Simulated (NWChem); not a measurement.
## Total energies of HGa

```
Ga
H 1 1.6914
```
Charge 0, spin multiplicity 1.

The numbers come from NWChem runs, not from measurements. All single points use one geometry, from B3LYP/def2-SVP, a minimum by its harmonic frequencies.

Basis set: 6-31G* (34 functions).

| method | total energy (Ha) |
|---|---|
| RHF | -1923.51548 |
| MP2 | -1923.73858 |
| B2PLYP | -1924.77386 |
| PBE | -1924.84550 |
| B3LYP | -1925.19508 |
| BP86 | -1925.40644 |
| CCSD(T) | -1923.74259 |

Total energies of different functionals aren't comparable as a measure of quality: only differences taken within one method are. 

The Hamiltonian is non-relativistic. The correlated methods keep 9 core orbitals frozen. B3LYP has NWChem's definition, with VWN1-RPA local correlation. The Pople sets run with spherical d functions. The structure started from a generated list of species. Coupled-cluster values serve here as a point of comparison, not as the truth.
